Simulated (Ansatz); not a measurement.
Consider the redistribution: `N[SiH2][SiH2]N` + `N[SiH](F)[SeH]` → `N[SiH2][SiH2][SeH]` + `N[SiH](N)F`.

Program: Ansatz. Geometries: PBE0-D4/def2-TZVP. ΔE: electronic, gas phase. CCSD(T)/CBS is the MP2 limit (def2-TZVPP, def2-QZVPP) plus CCSD(T) − MP2 in def2-TZVPP, frozen cores. DFT in def2-TZVPP. B3LYP here is the variant with VWN-RPA as its local correlation; programs differ in this. For Se outer-core shells are correlated without core-valence functions, which leaves a few kJ/mol of doubt a bond. Scalar relativity is left out up to krypton. One conformer a species, not always the lowest.

`N[SiH2][SiH2]N`:

Z-matrix (Å, degrees):
```
Si
Si 1 2.351
N 1 1.729 2 104.4
H 1 1.490 2 112.5 3 116.6
H 1 1.497 2 110.7 3 -125.3
N 2 1.729 1 104.4 3 -7.1
H 2 1.490 1 112.5 3 109.5
H 2 1.497 1 110.7 3 -132.4
H 3 1.009 1 117.6 2 -43.4
H 3 1.008 1 120.2 2 176.3
H 6 1.008 2 120.2 1 176.3
H 6 1.009 2 117.6 1 -43.4
```

`N[SiH](F)[SeH]`:

Cartesian coordinates in Å:
```
N 0.222 1.143 -0.310
Si -0.479 -0.205 0.441
F -1.896 -0.405 -0.265
Se 0.907 -1.979 0.230
H 1.211 1.316 -0.262
H -0.312 1.969 -0.526
H -0.778 -0.124 1.889
H 1.125 -1.714 -1.198
```

`N[SiH2][SiH2][SeH]`:

```xyz
11

N     0.238   -0.918   -1.576
Si   -0.982   -0.348   -0.510
Si    0.067    1.275    0.803
Se    2.046    0.364    1.537
H     0.023   -1.566   -2.317
H     1.164   -1.070   -1.207
H    -1.573   -1.361    0.422
H    -2.110    0.198   -1.314
H    -0.758    1.737    1.952
H     0.507    2.458    0.019
H     1.376   -0.769    2.191
```

`N[SiH](N)F`:

Z-matrix (Å, degrees):
```
Si
N 1 1.694
F 1 1.604 2 116.3
N 1 1.699 2 107.9 3 116.0
H 1 1.482 2 106.1 3 -115.6
H 2 1.006 1 121.4 3 85.7
H 2 1.007 1 121.8 3 -68.8
H 4 1.006 1 121.0 2 -157.4
H 4 1.006 1 121.2 2 50.4
```

| level | ΔE (kJ/mol) |
| --- | --- |
| r2SCAN-D4 | -40.4 |
| B3LYP | -38.8 |
| CCSD(T)/def2-TZVPP | -40.3 |
| CCSD/CBS(def2) | -41.4 |

Problem. What does CCSD(T)/CBS give? (Estimate.)

Solution. The calculation gave: -41.1 kJ/mol. The listed levels differ from it by 0.7, 2.3, 0.8, -0.3 kJ/mol.

Largest T1 diagnostic among the species: 0.011.

CCSD(T)/CBS has its own doubt, a few kJ/mol and more with outer-core shells, so smaller differences from it don't rank the levels.
